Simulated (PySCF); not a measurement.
**Stationary points of CaH₂**

Method: PySCF, BP86, basis Ca def2-TZVP, H def2-TZVP (no relativity, density fitting).

Relaxations began from a few typed shapes. The search is not exhaustive: other isomers or separated fragments can lie lower, and high-lying points may rest on an excited occupation.

Task: Which is the lowest minimum found?
A. singlet D∞h: Ca–H 2.052 Å (×2); H–Ca–H 180.0°
B. singlet C2v: Ca–H 2.018 Å (×2); H–Ca–H 134.8°

Result: B. The others lie at 5.9 (singlet D∞h, a saddle point) kJ/mol above it.

Counting electrons, calcium keeps none of its valence electrons outside its bonds, so the VSEPR class is AX2 and the expected shape is linear (D∞h). The calculation gives C2v instead. Heavy alkaline-earth centres are the known exception: their polarisable core and low (n−1)d orbitals favour bending; the Mulliken d population here is 0.40.
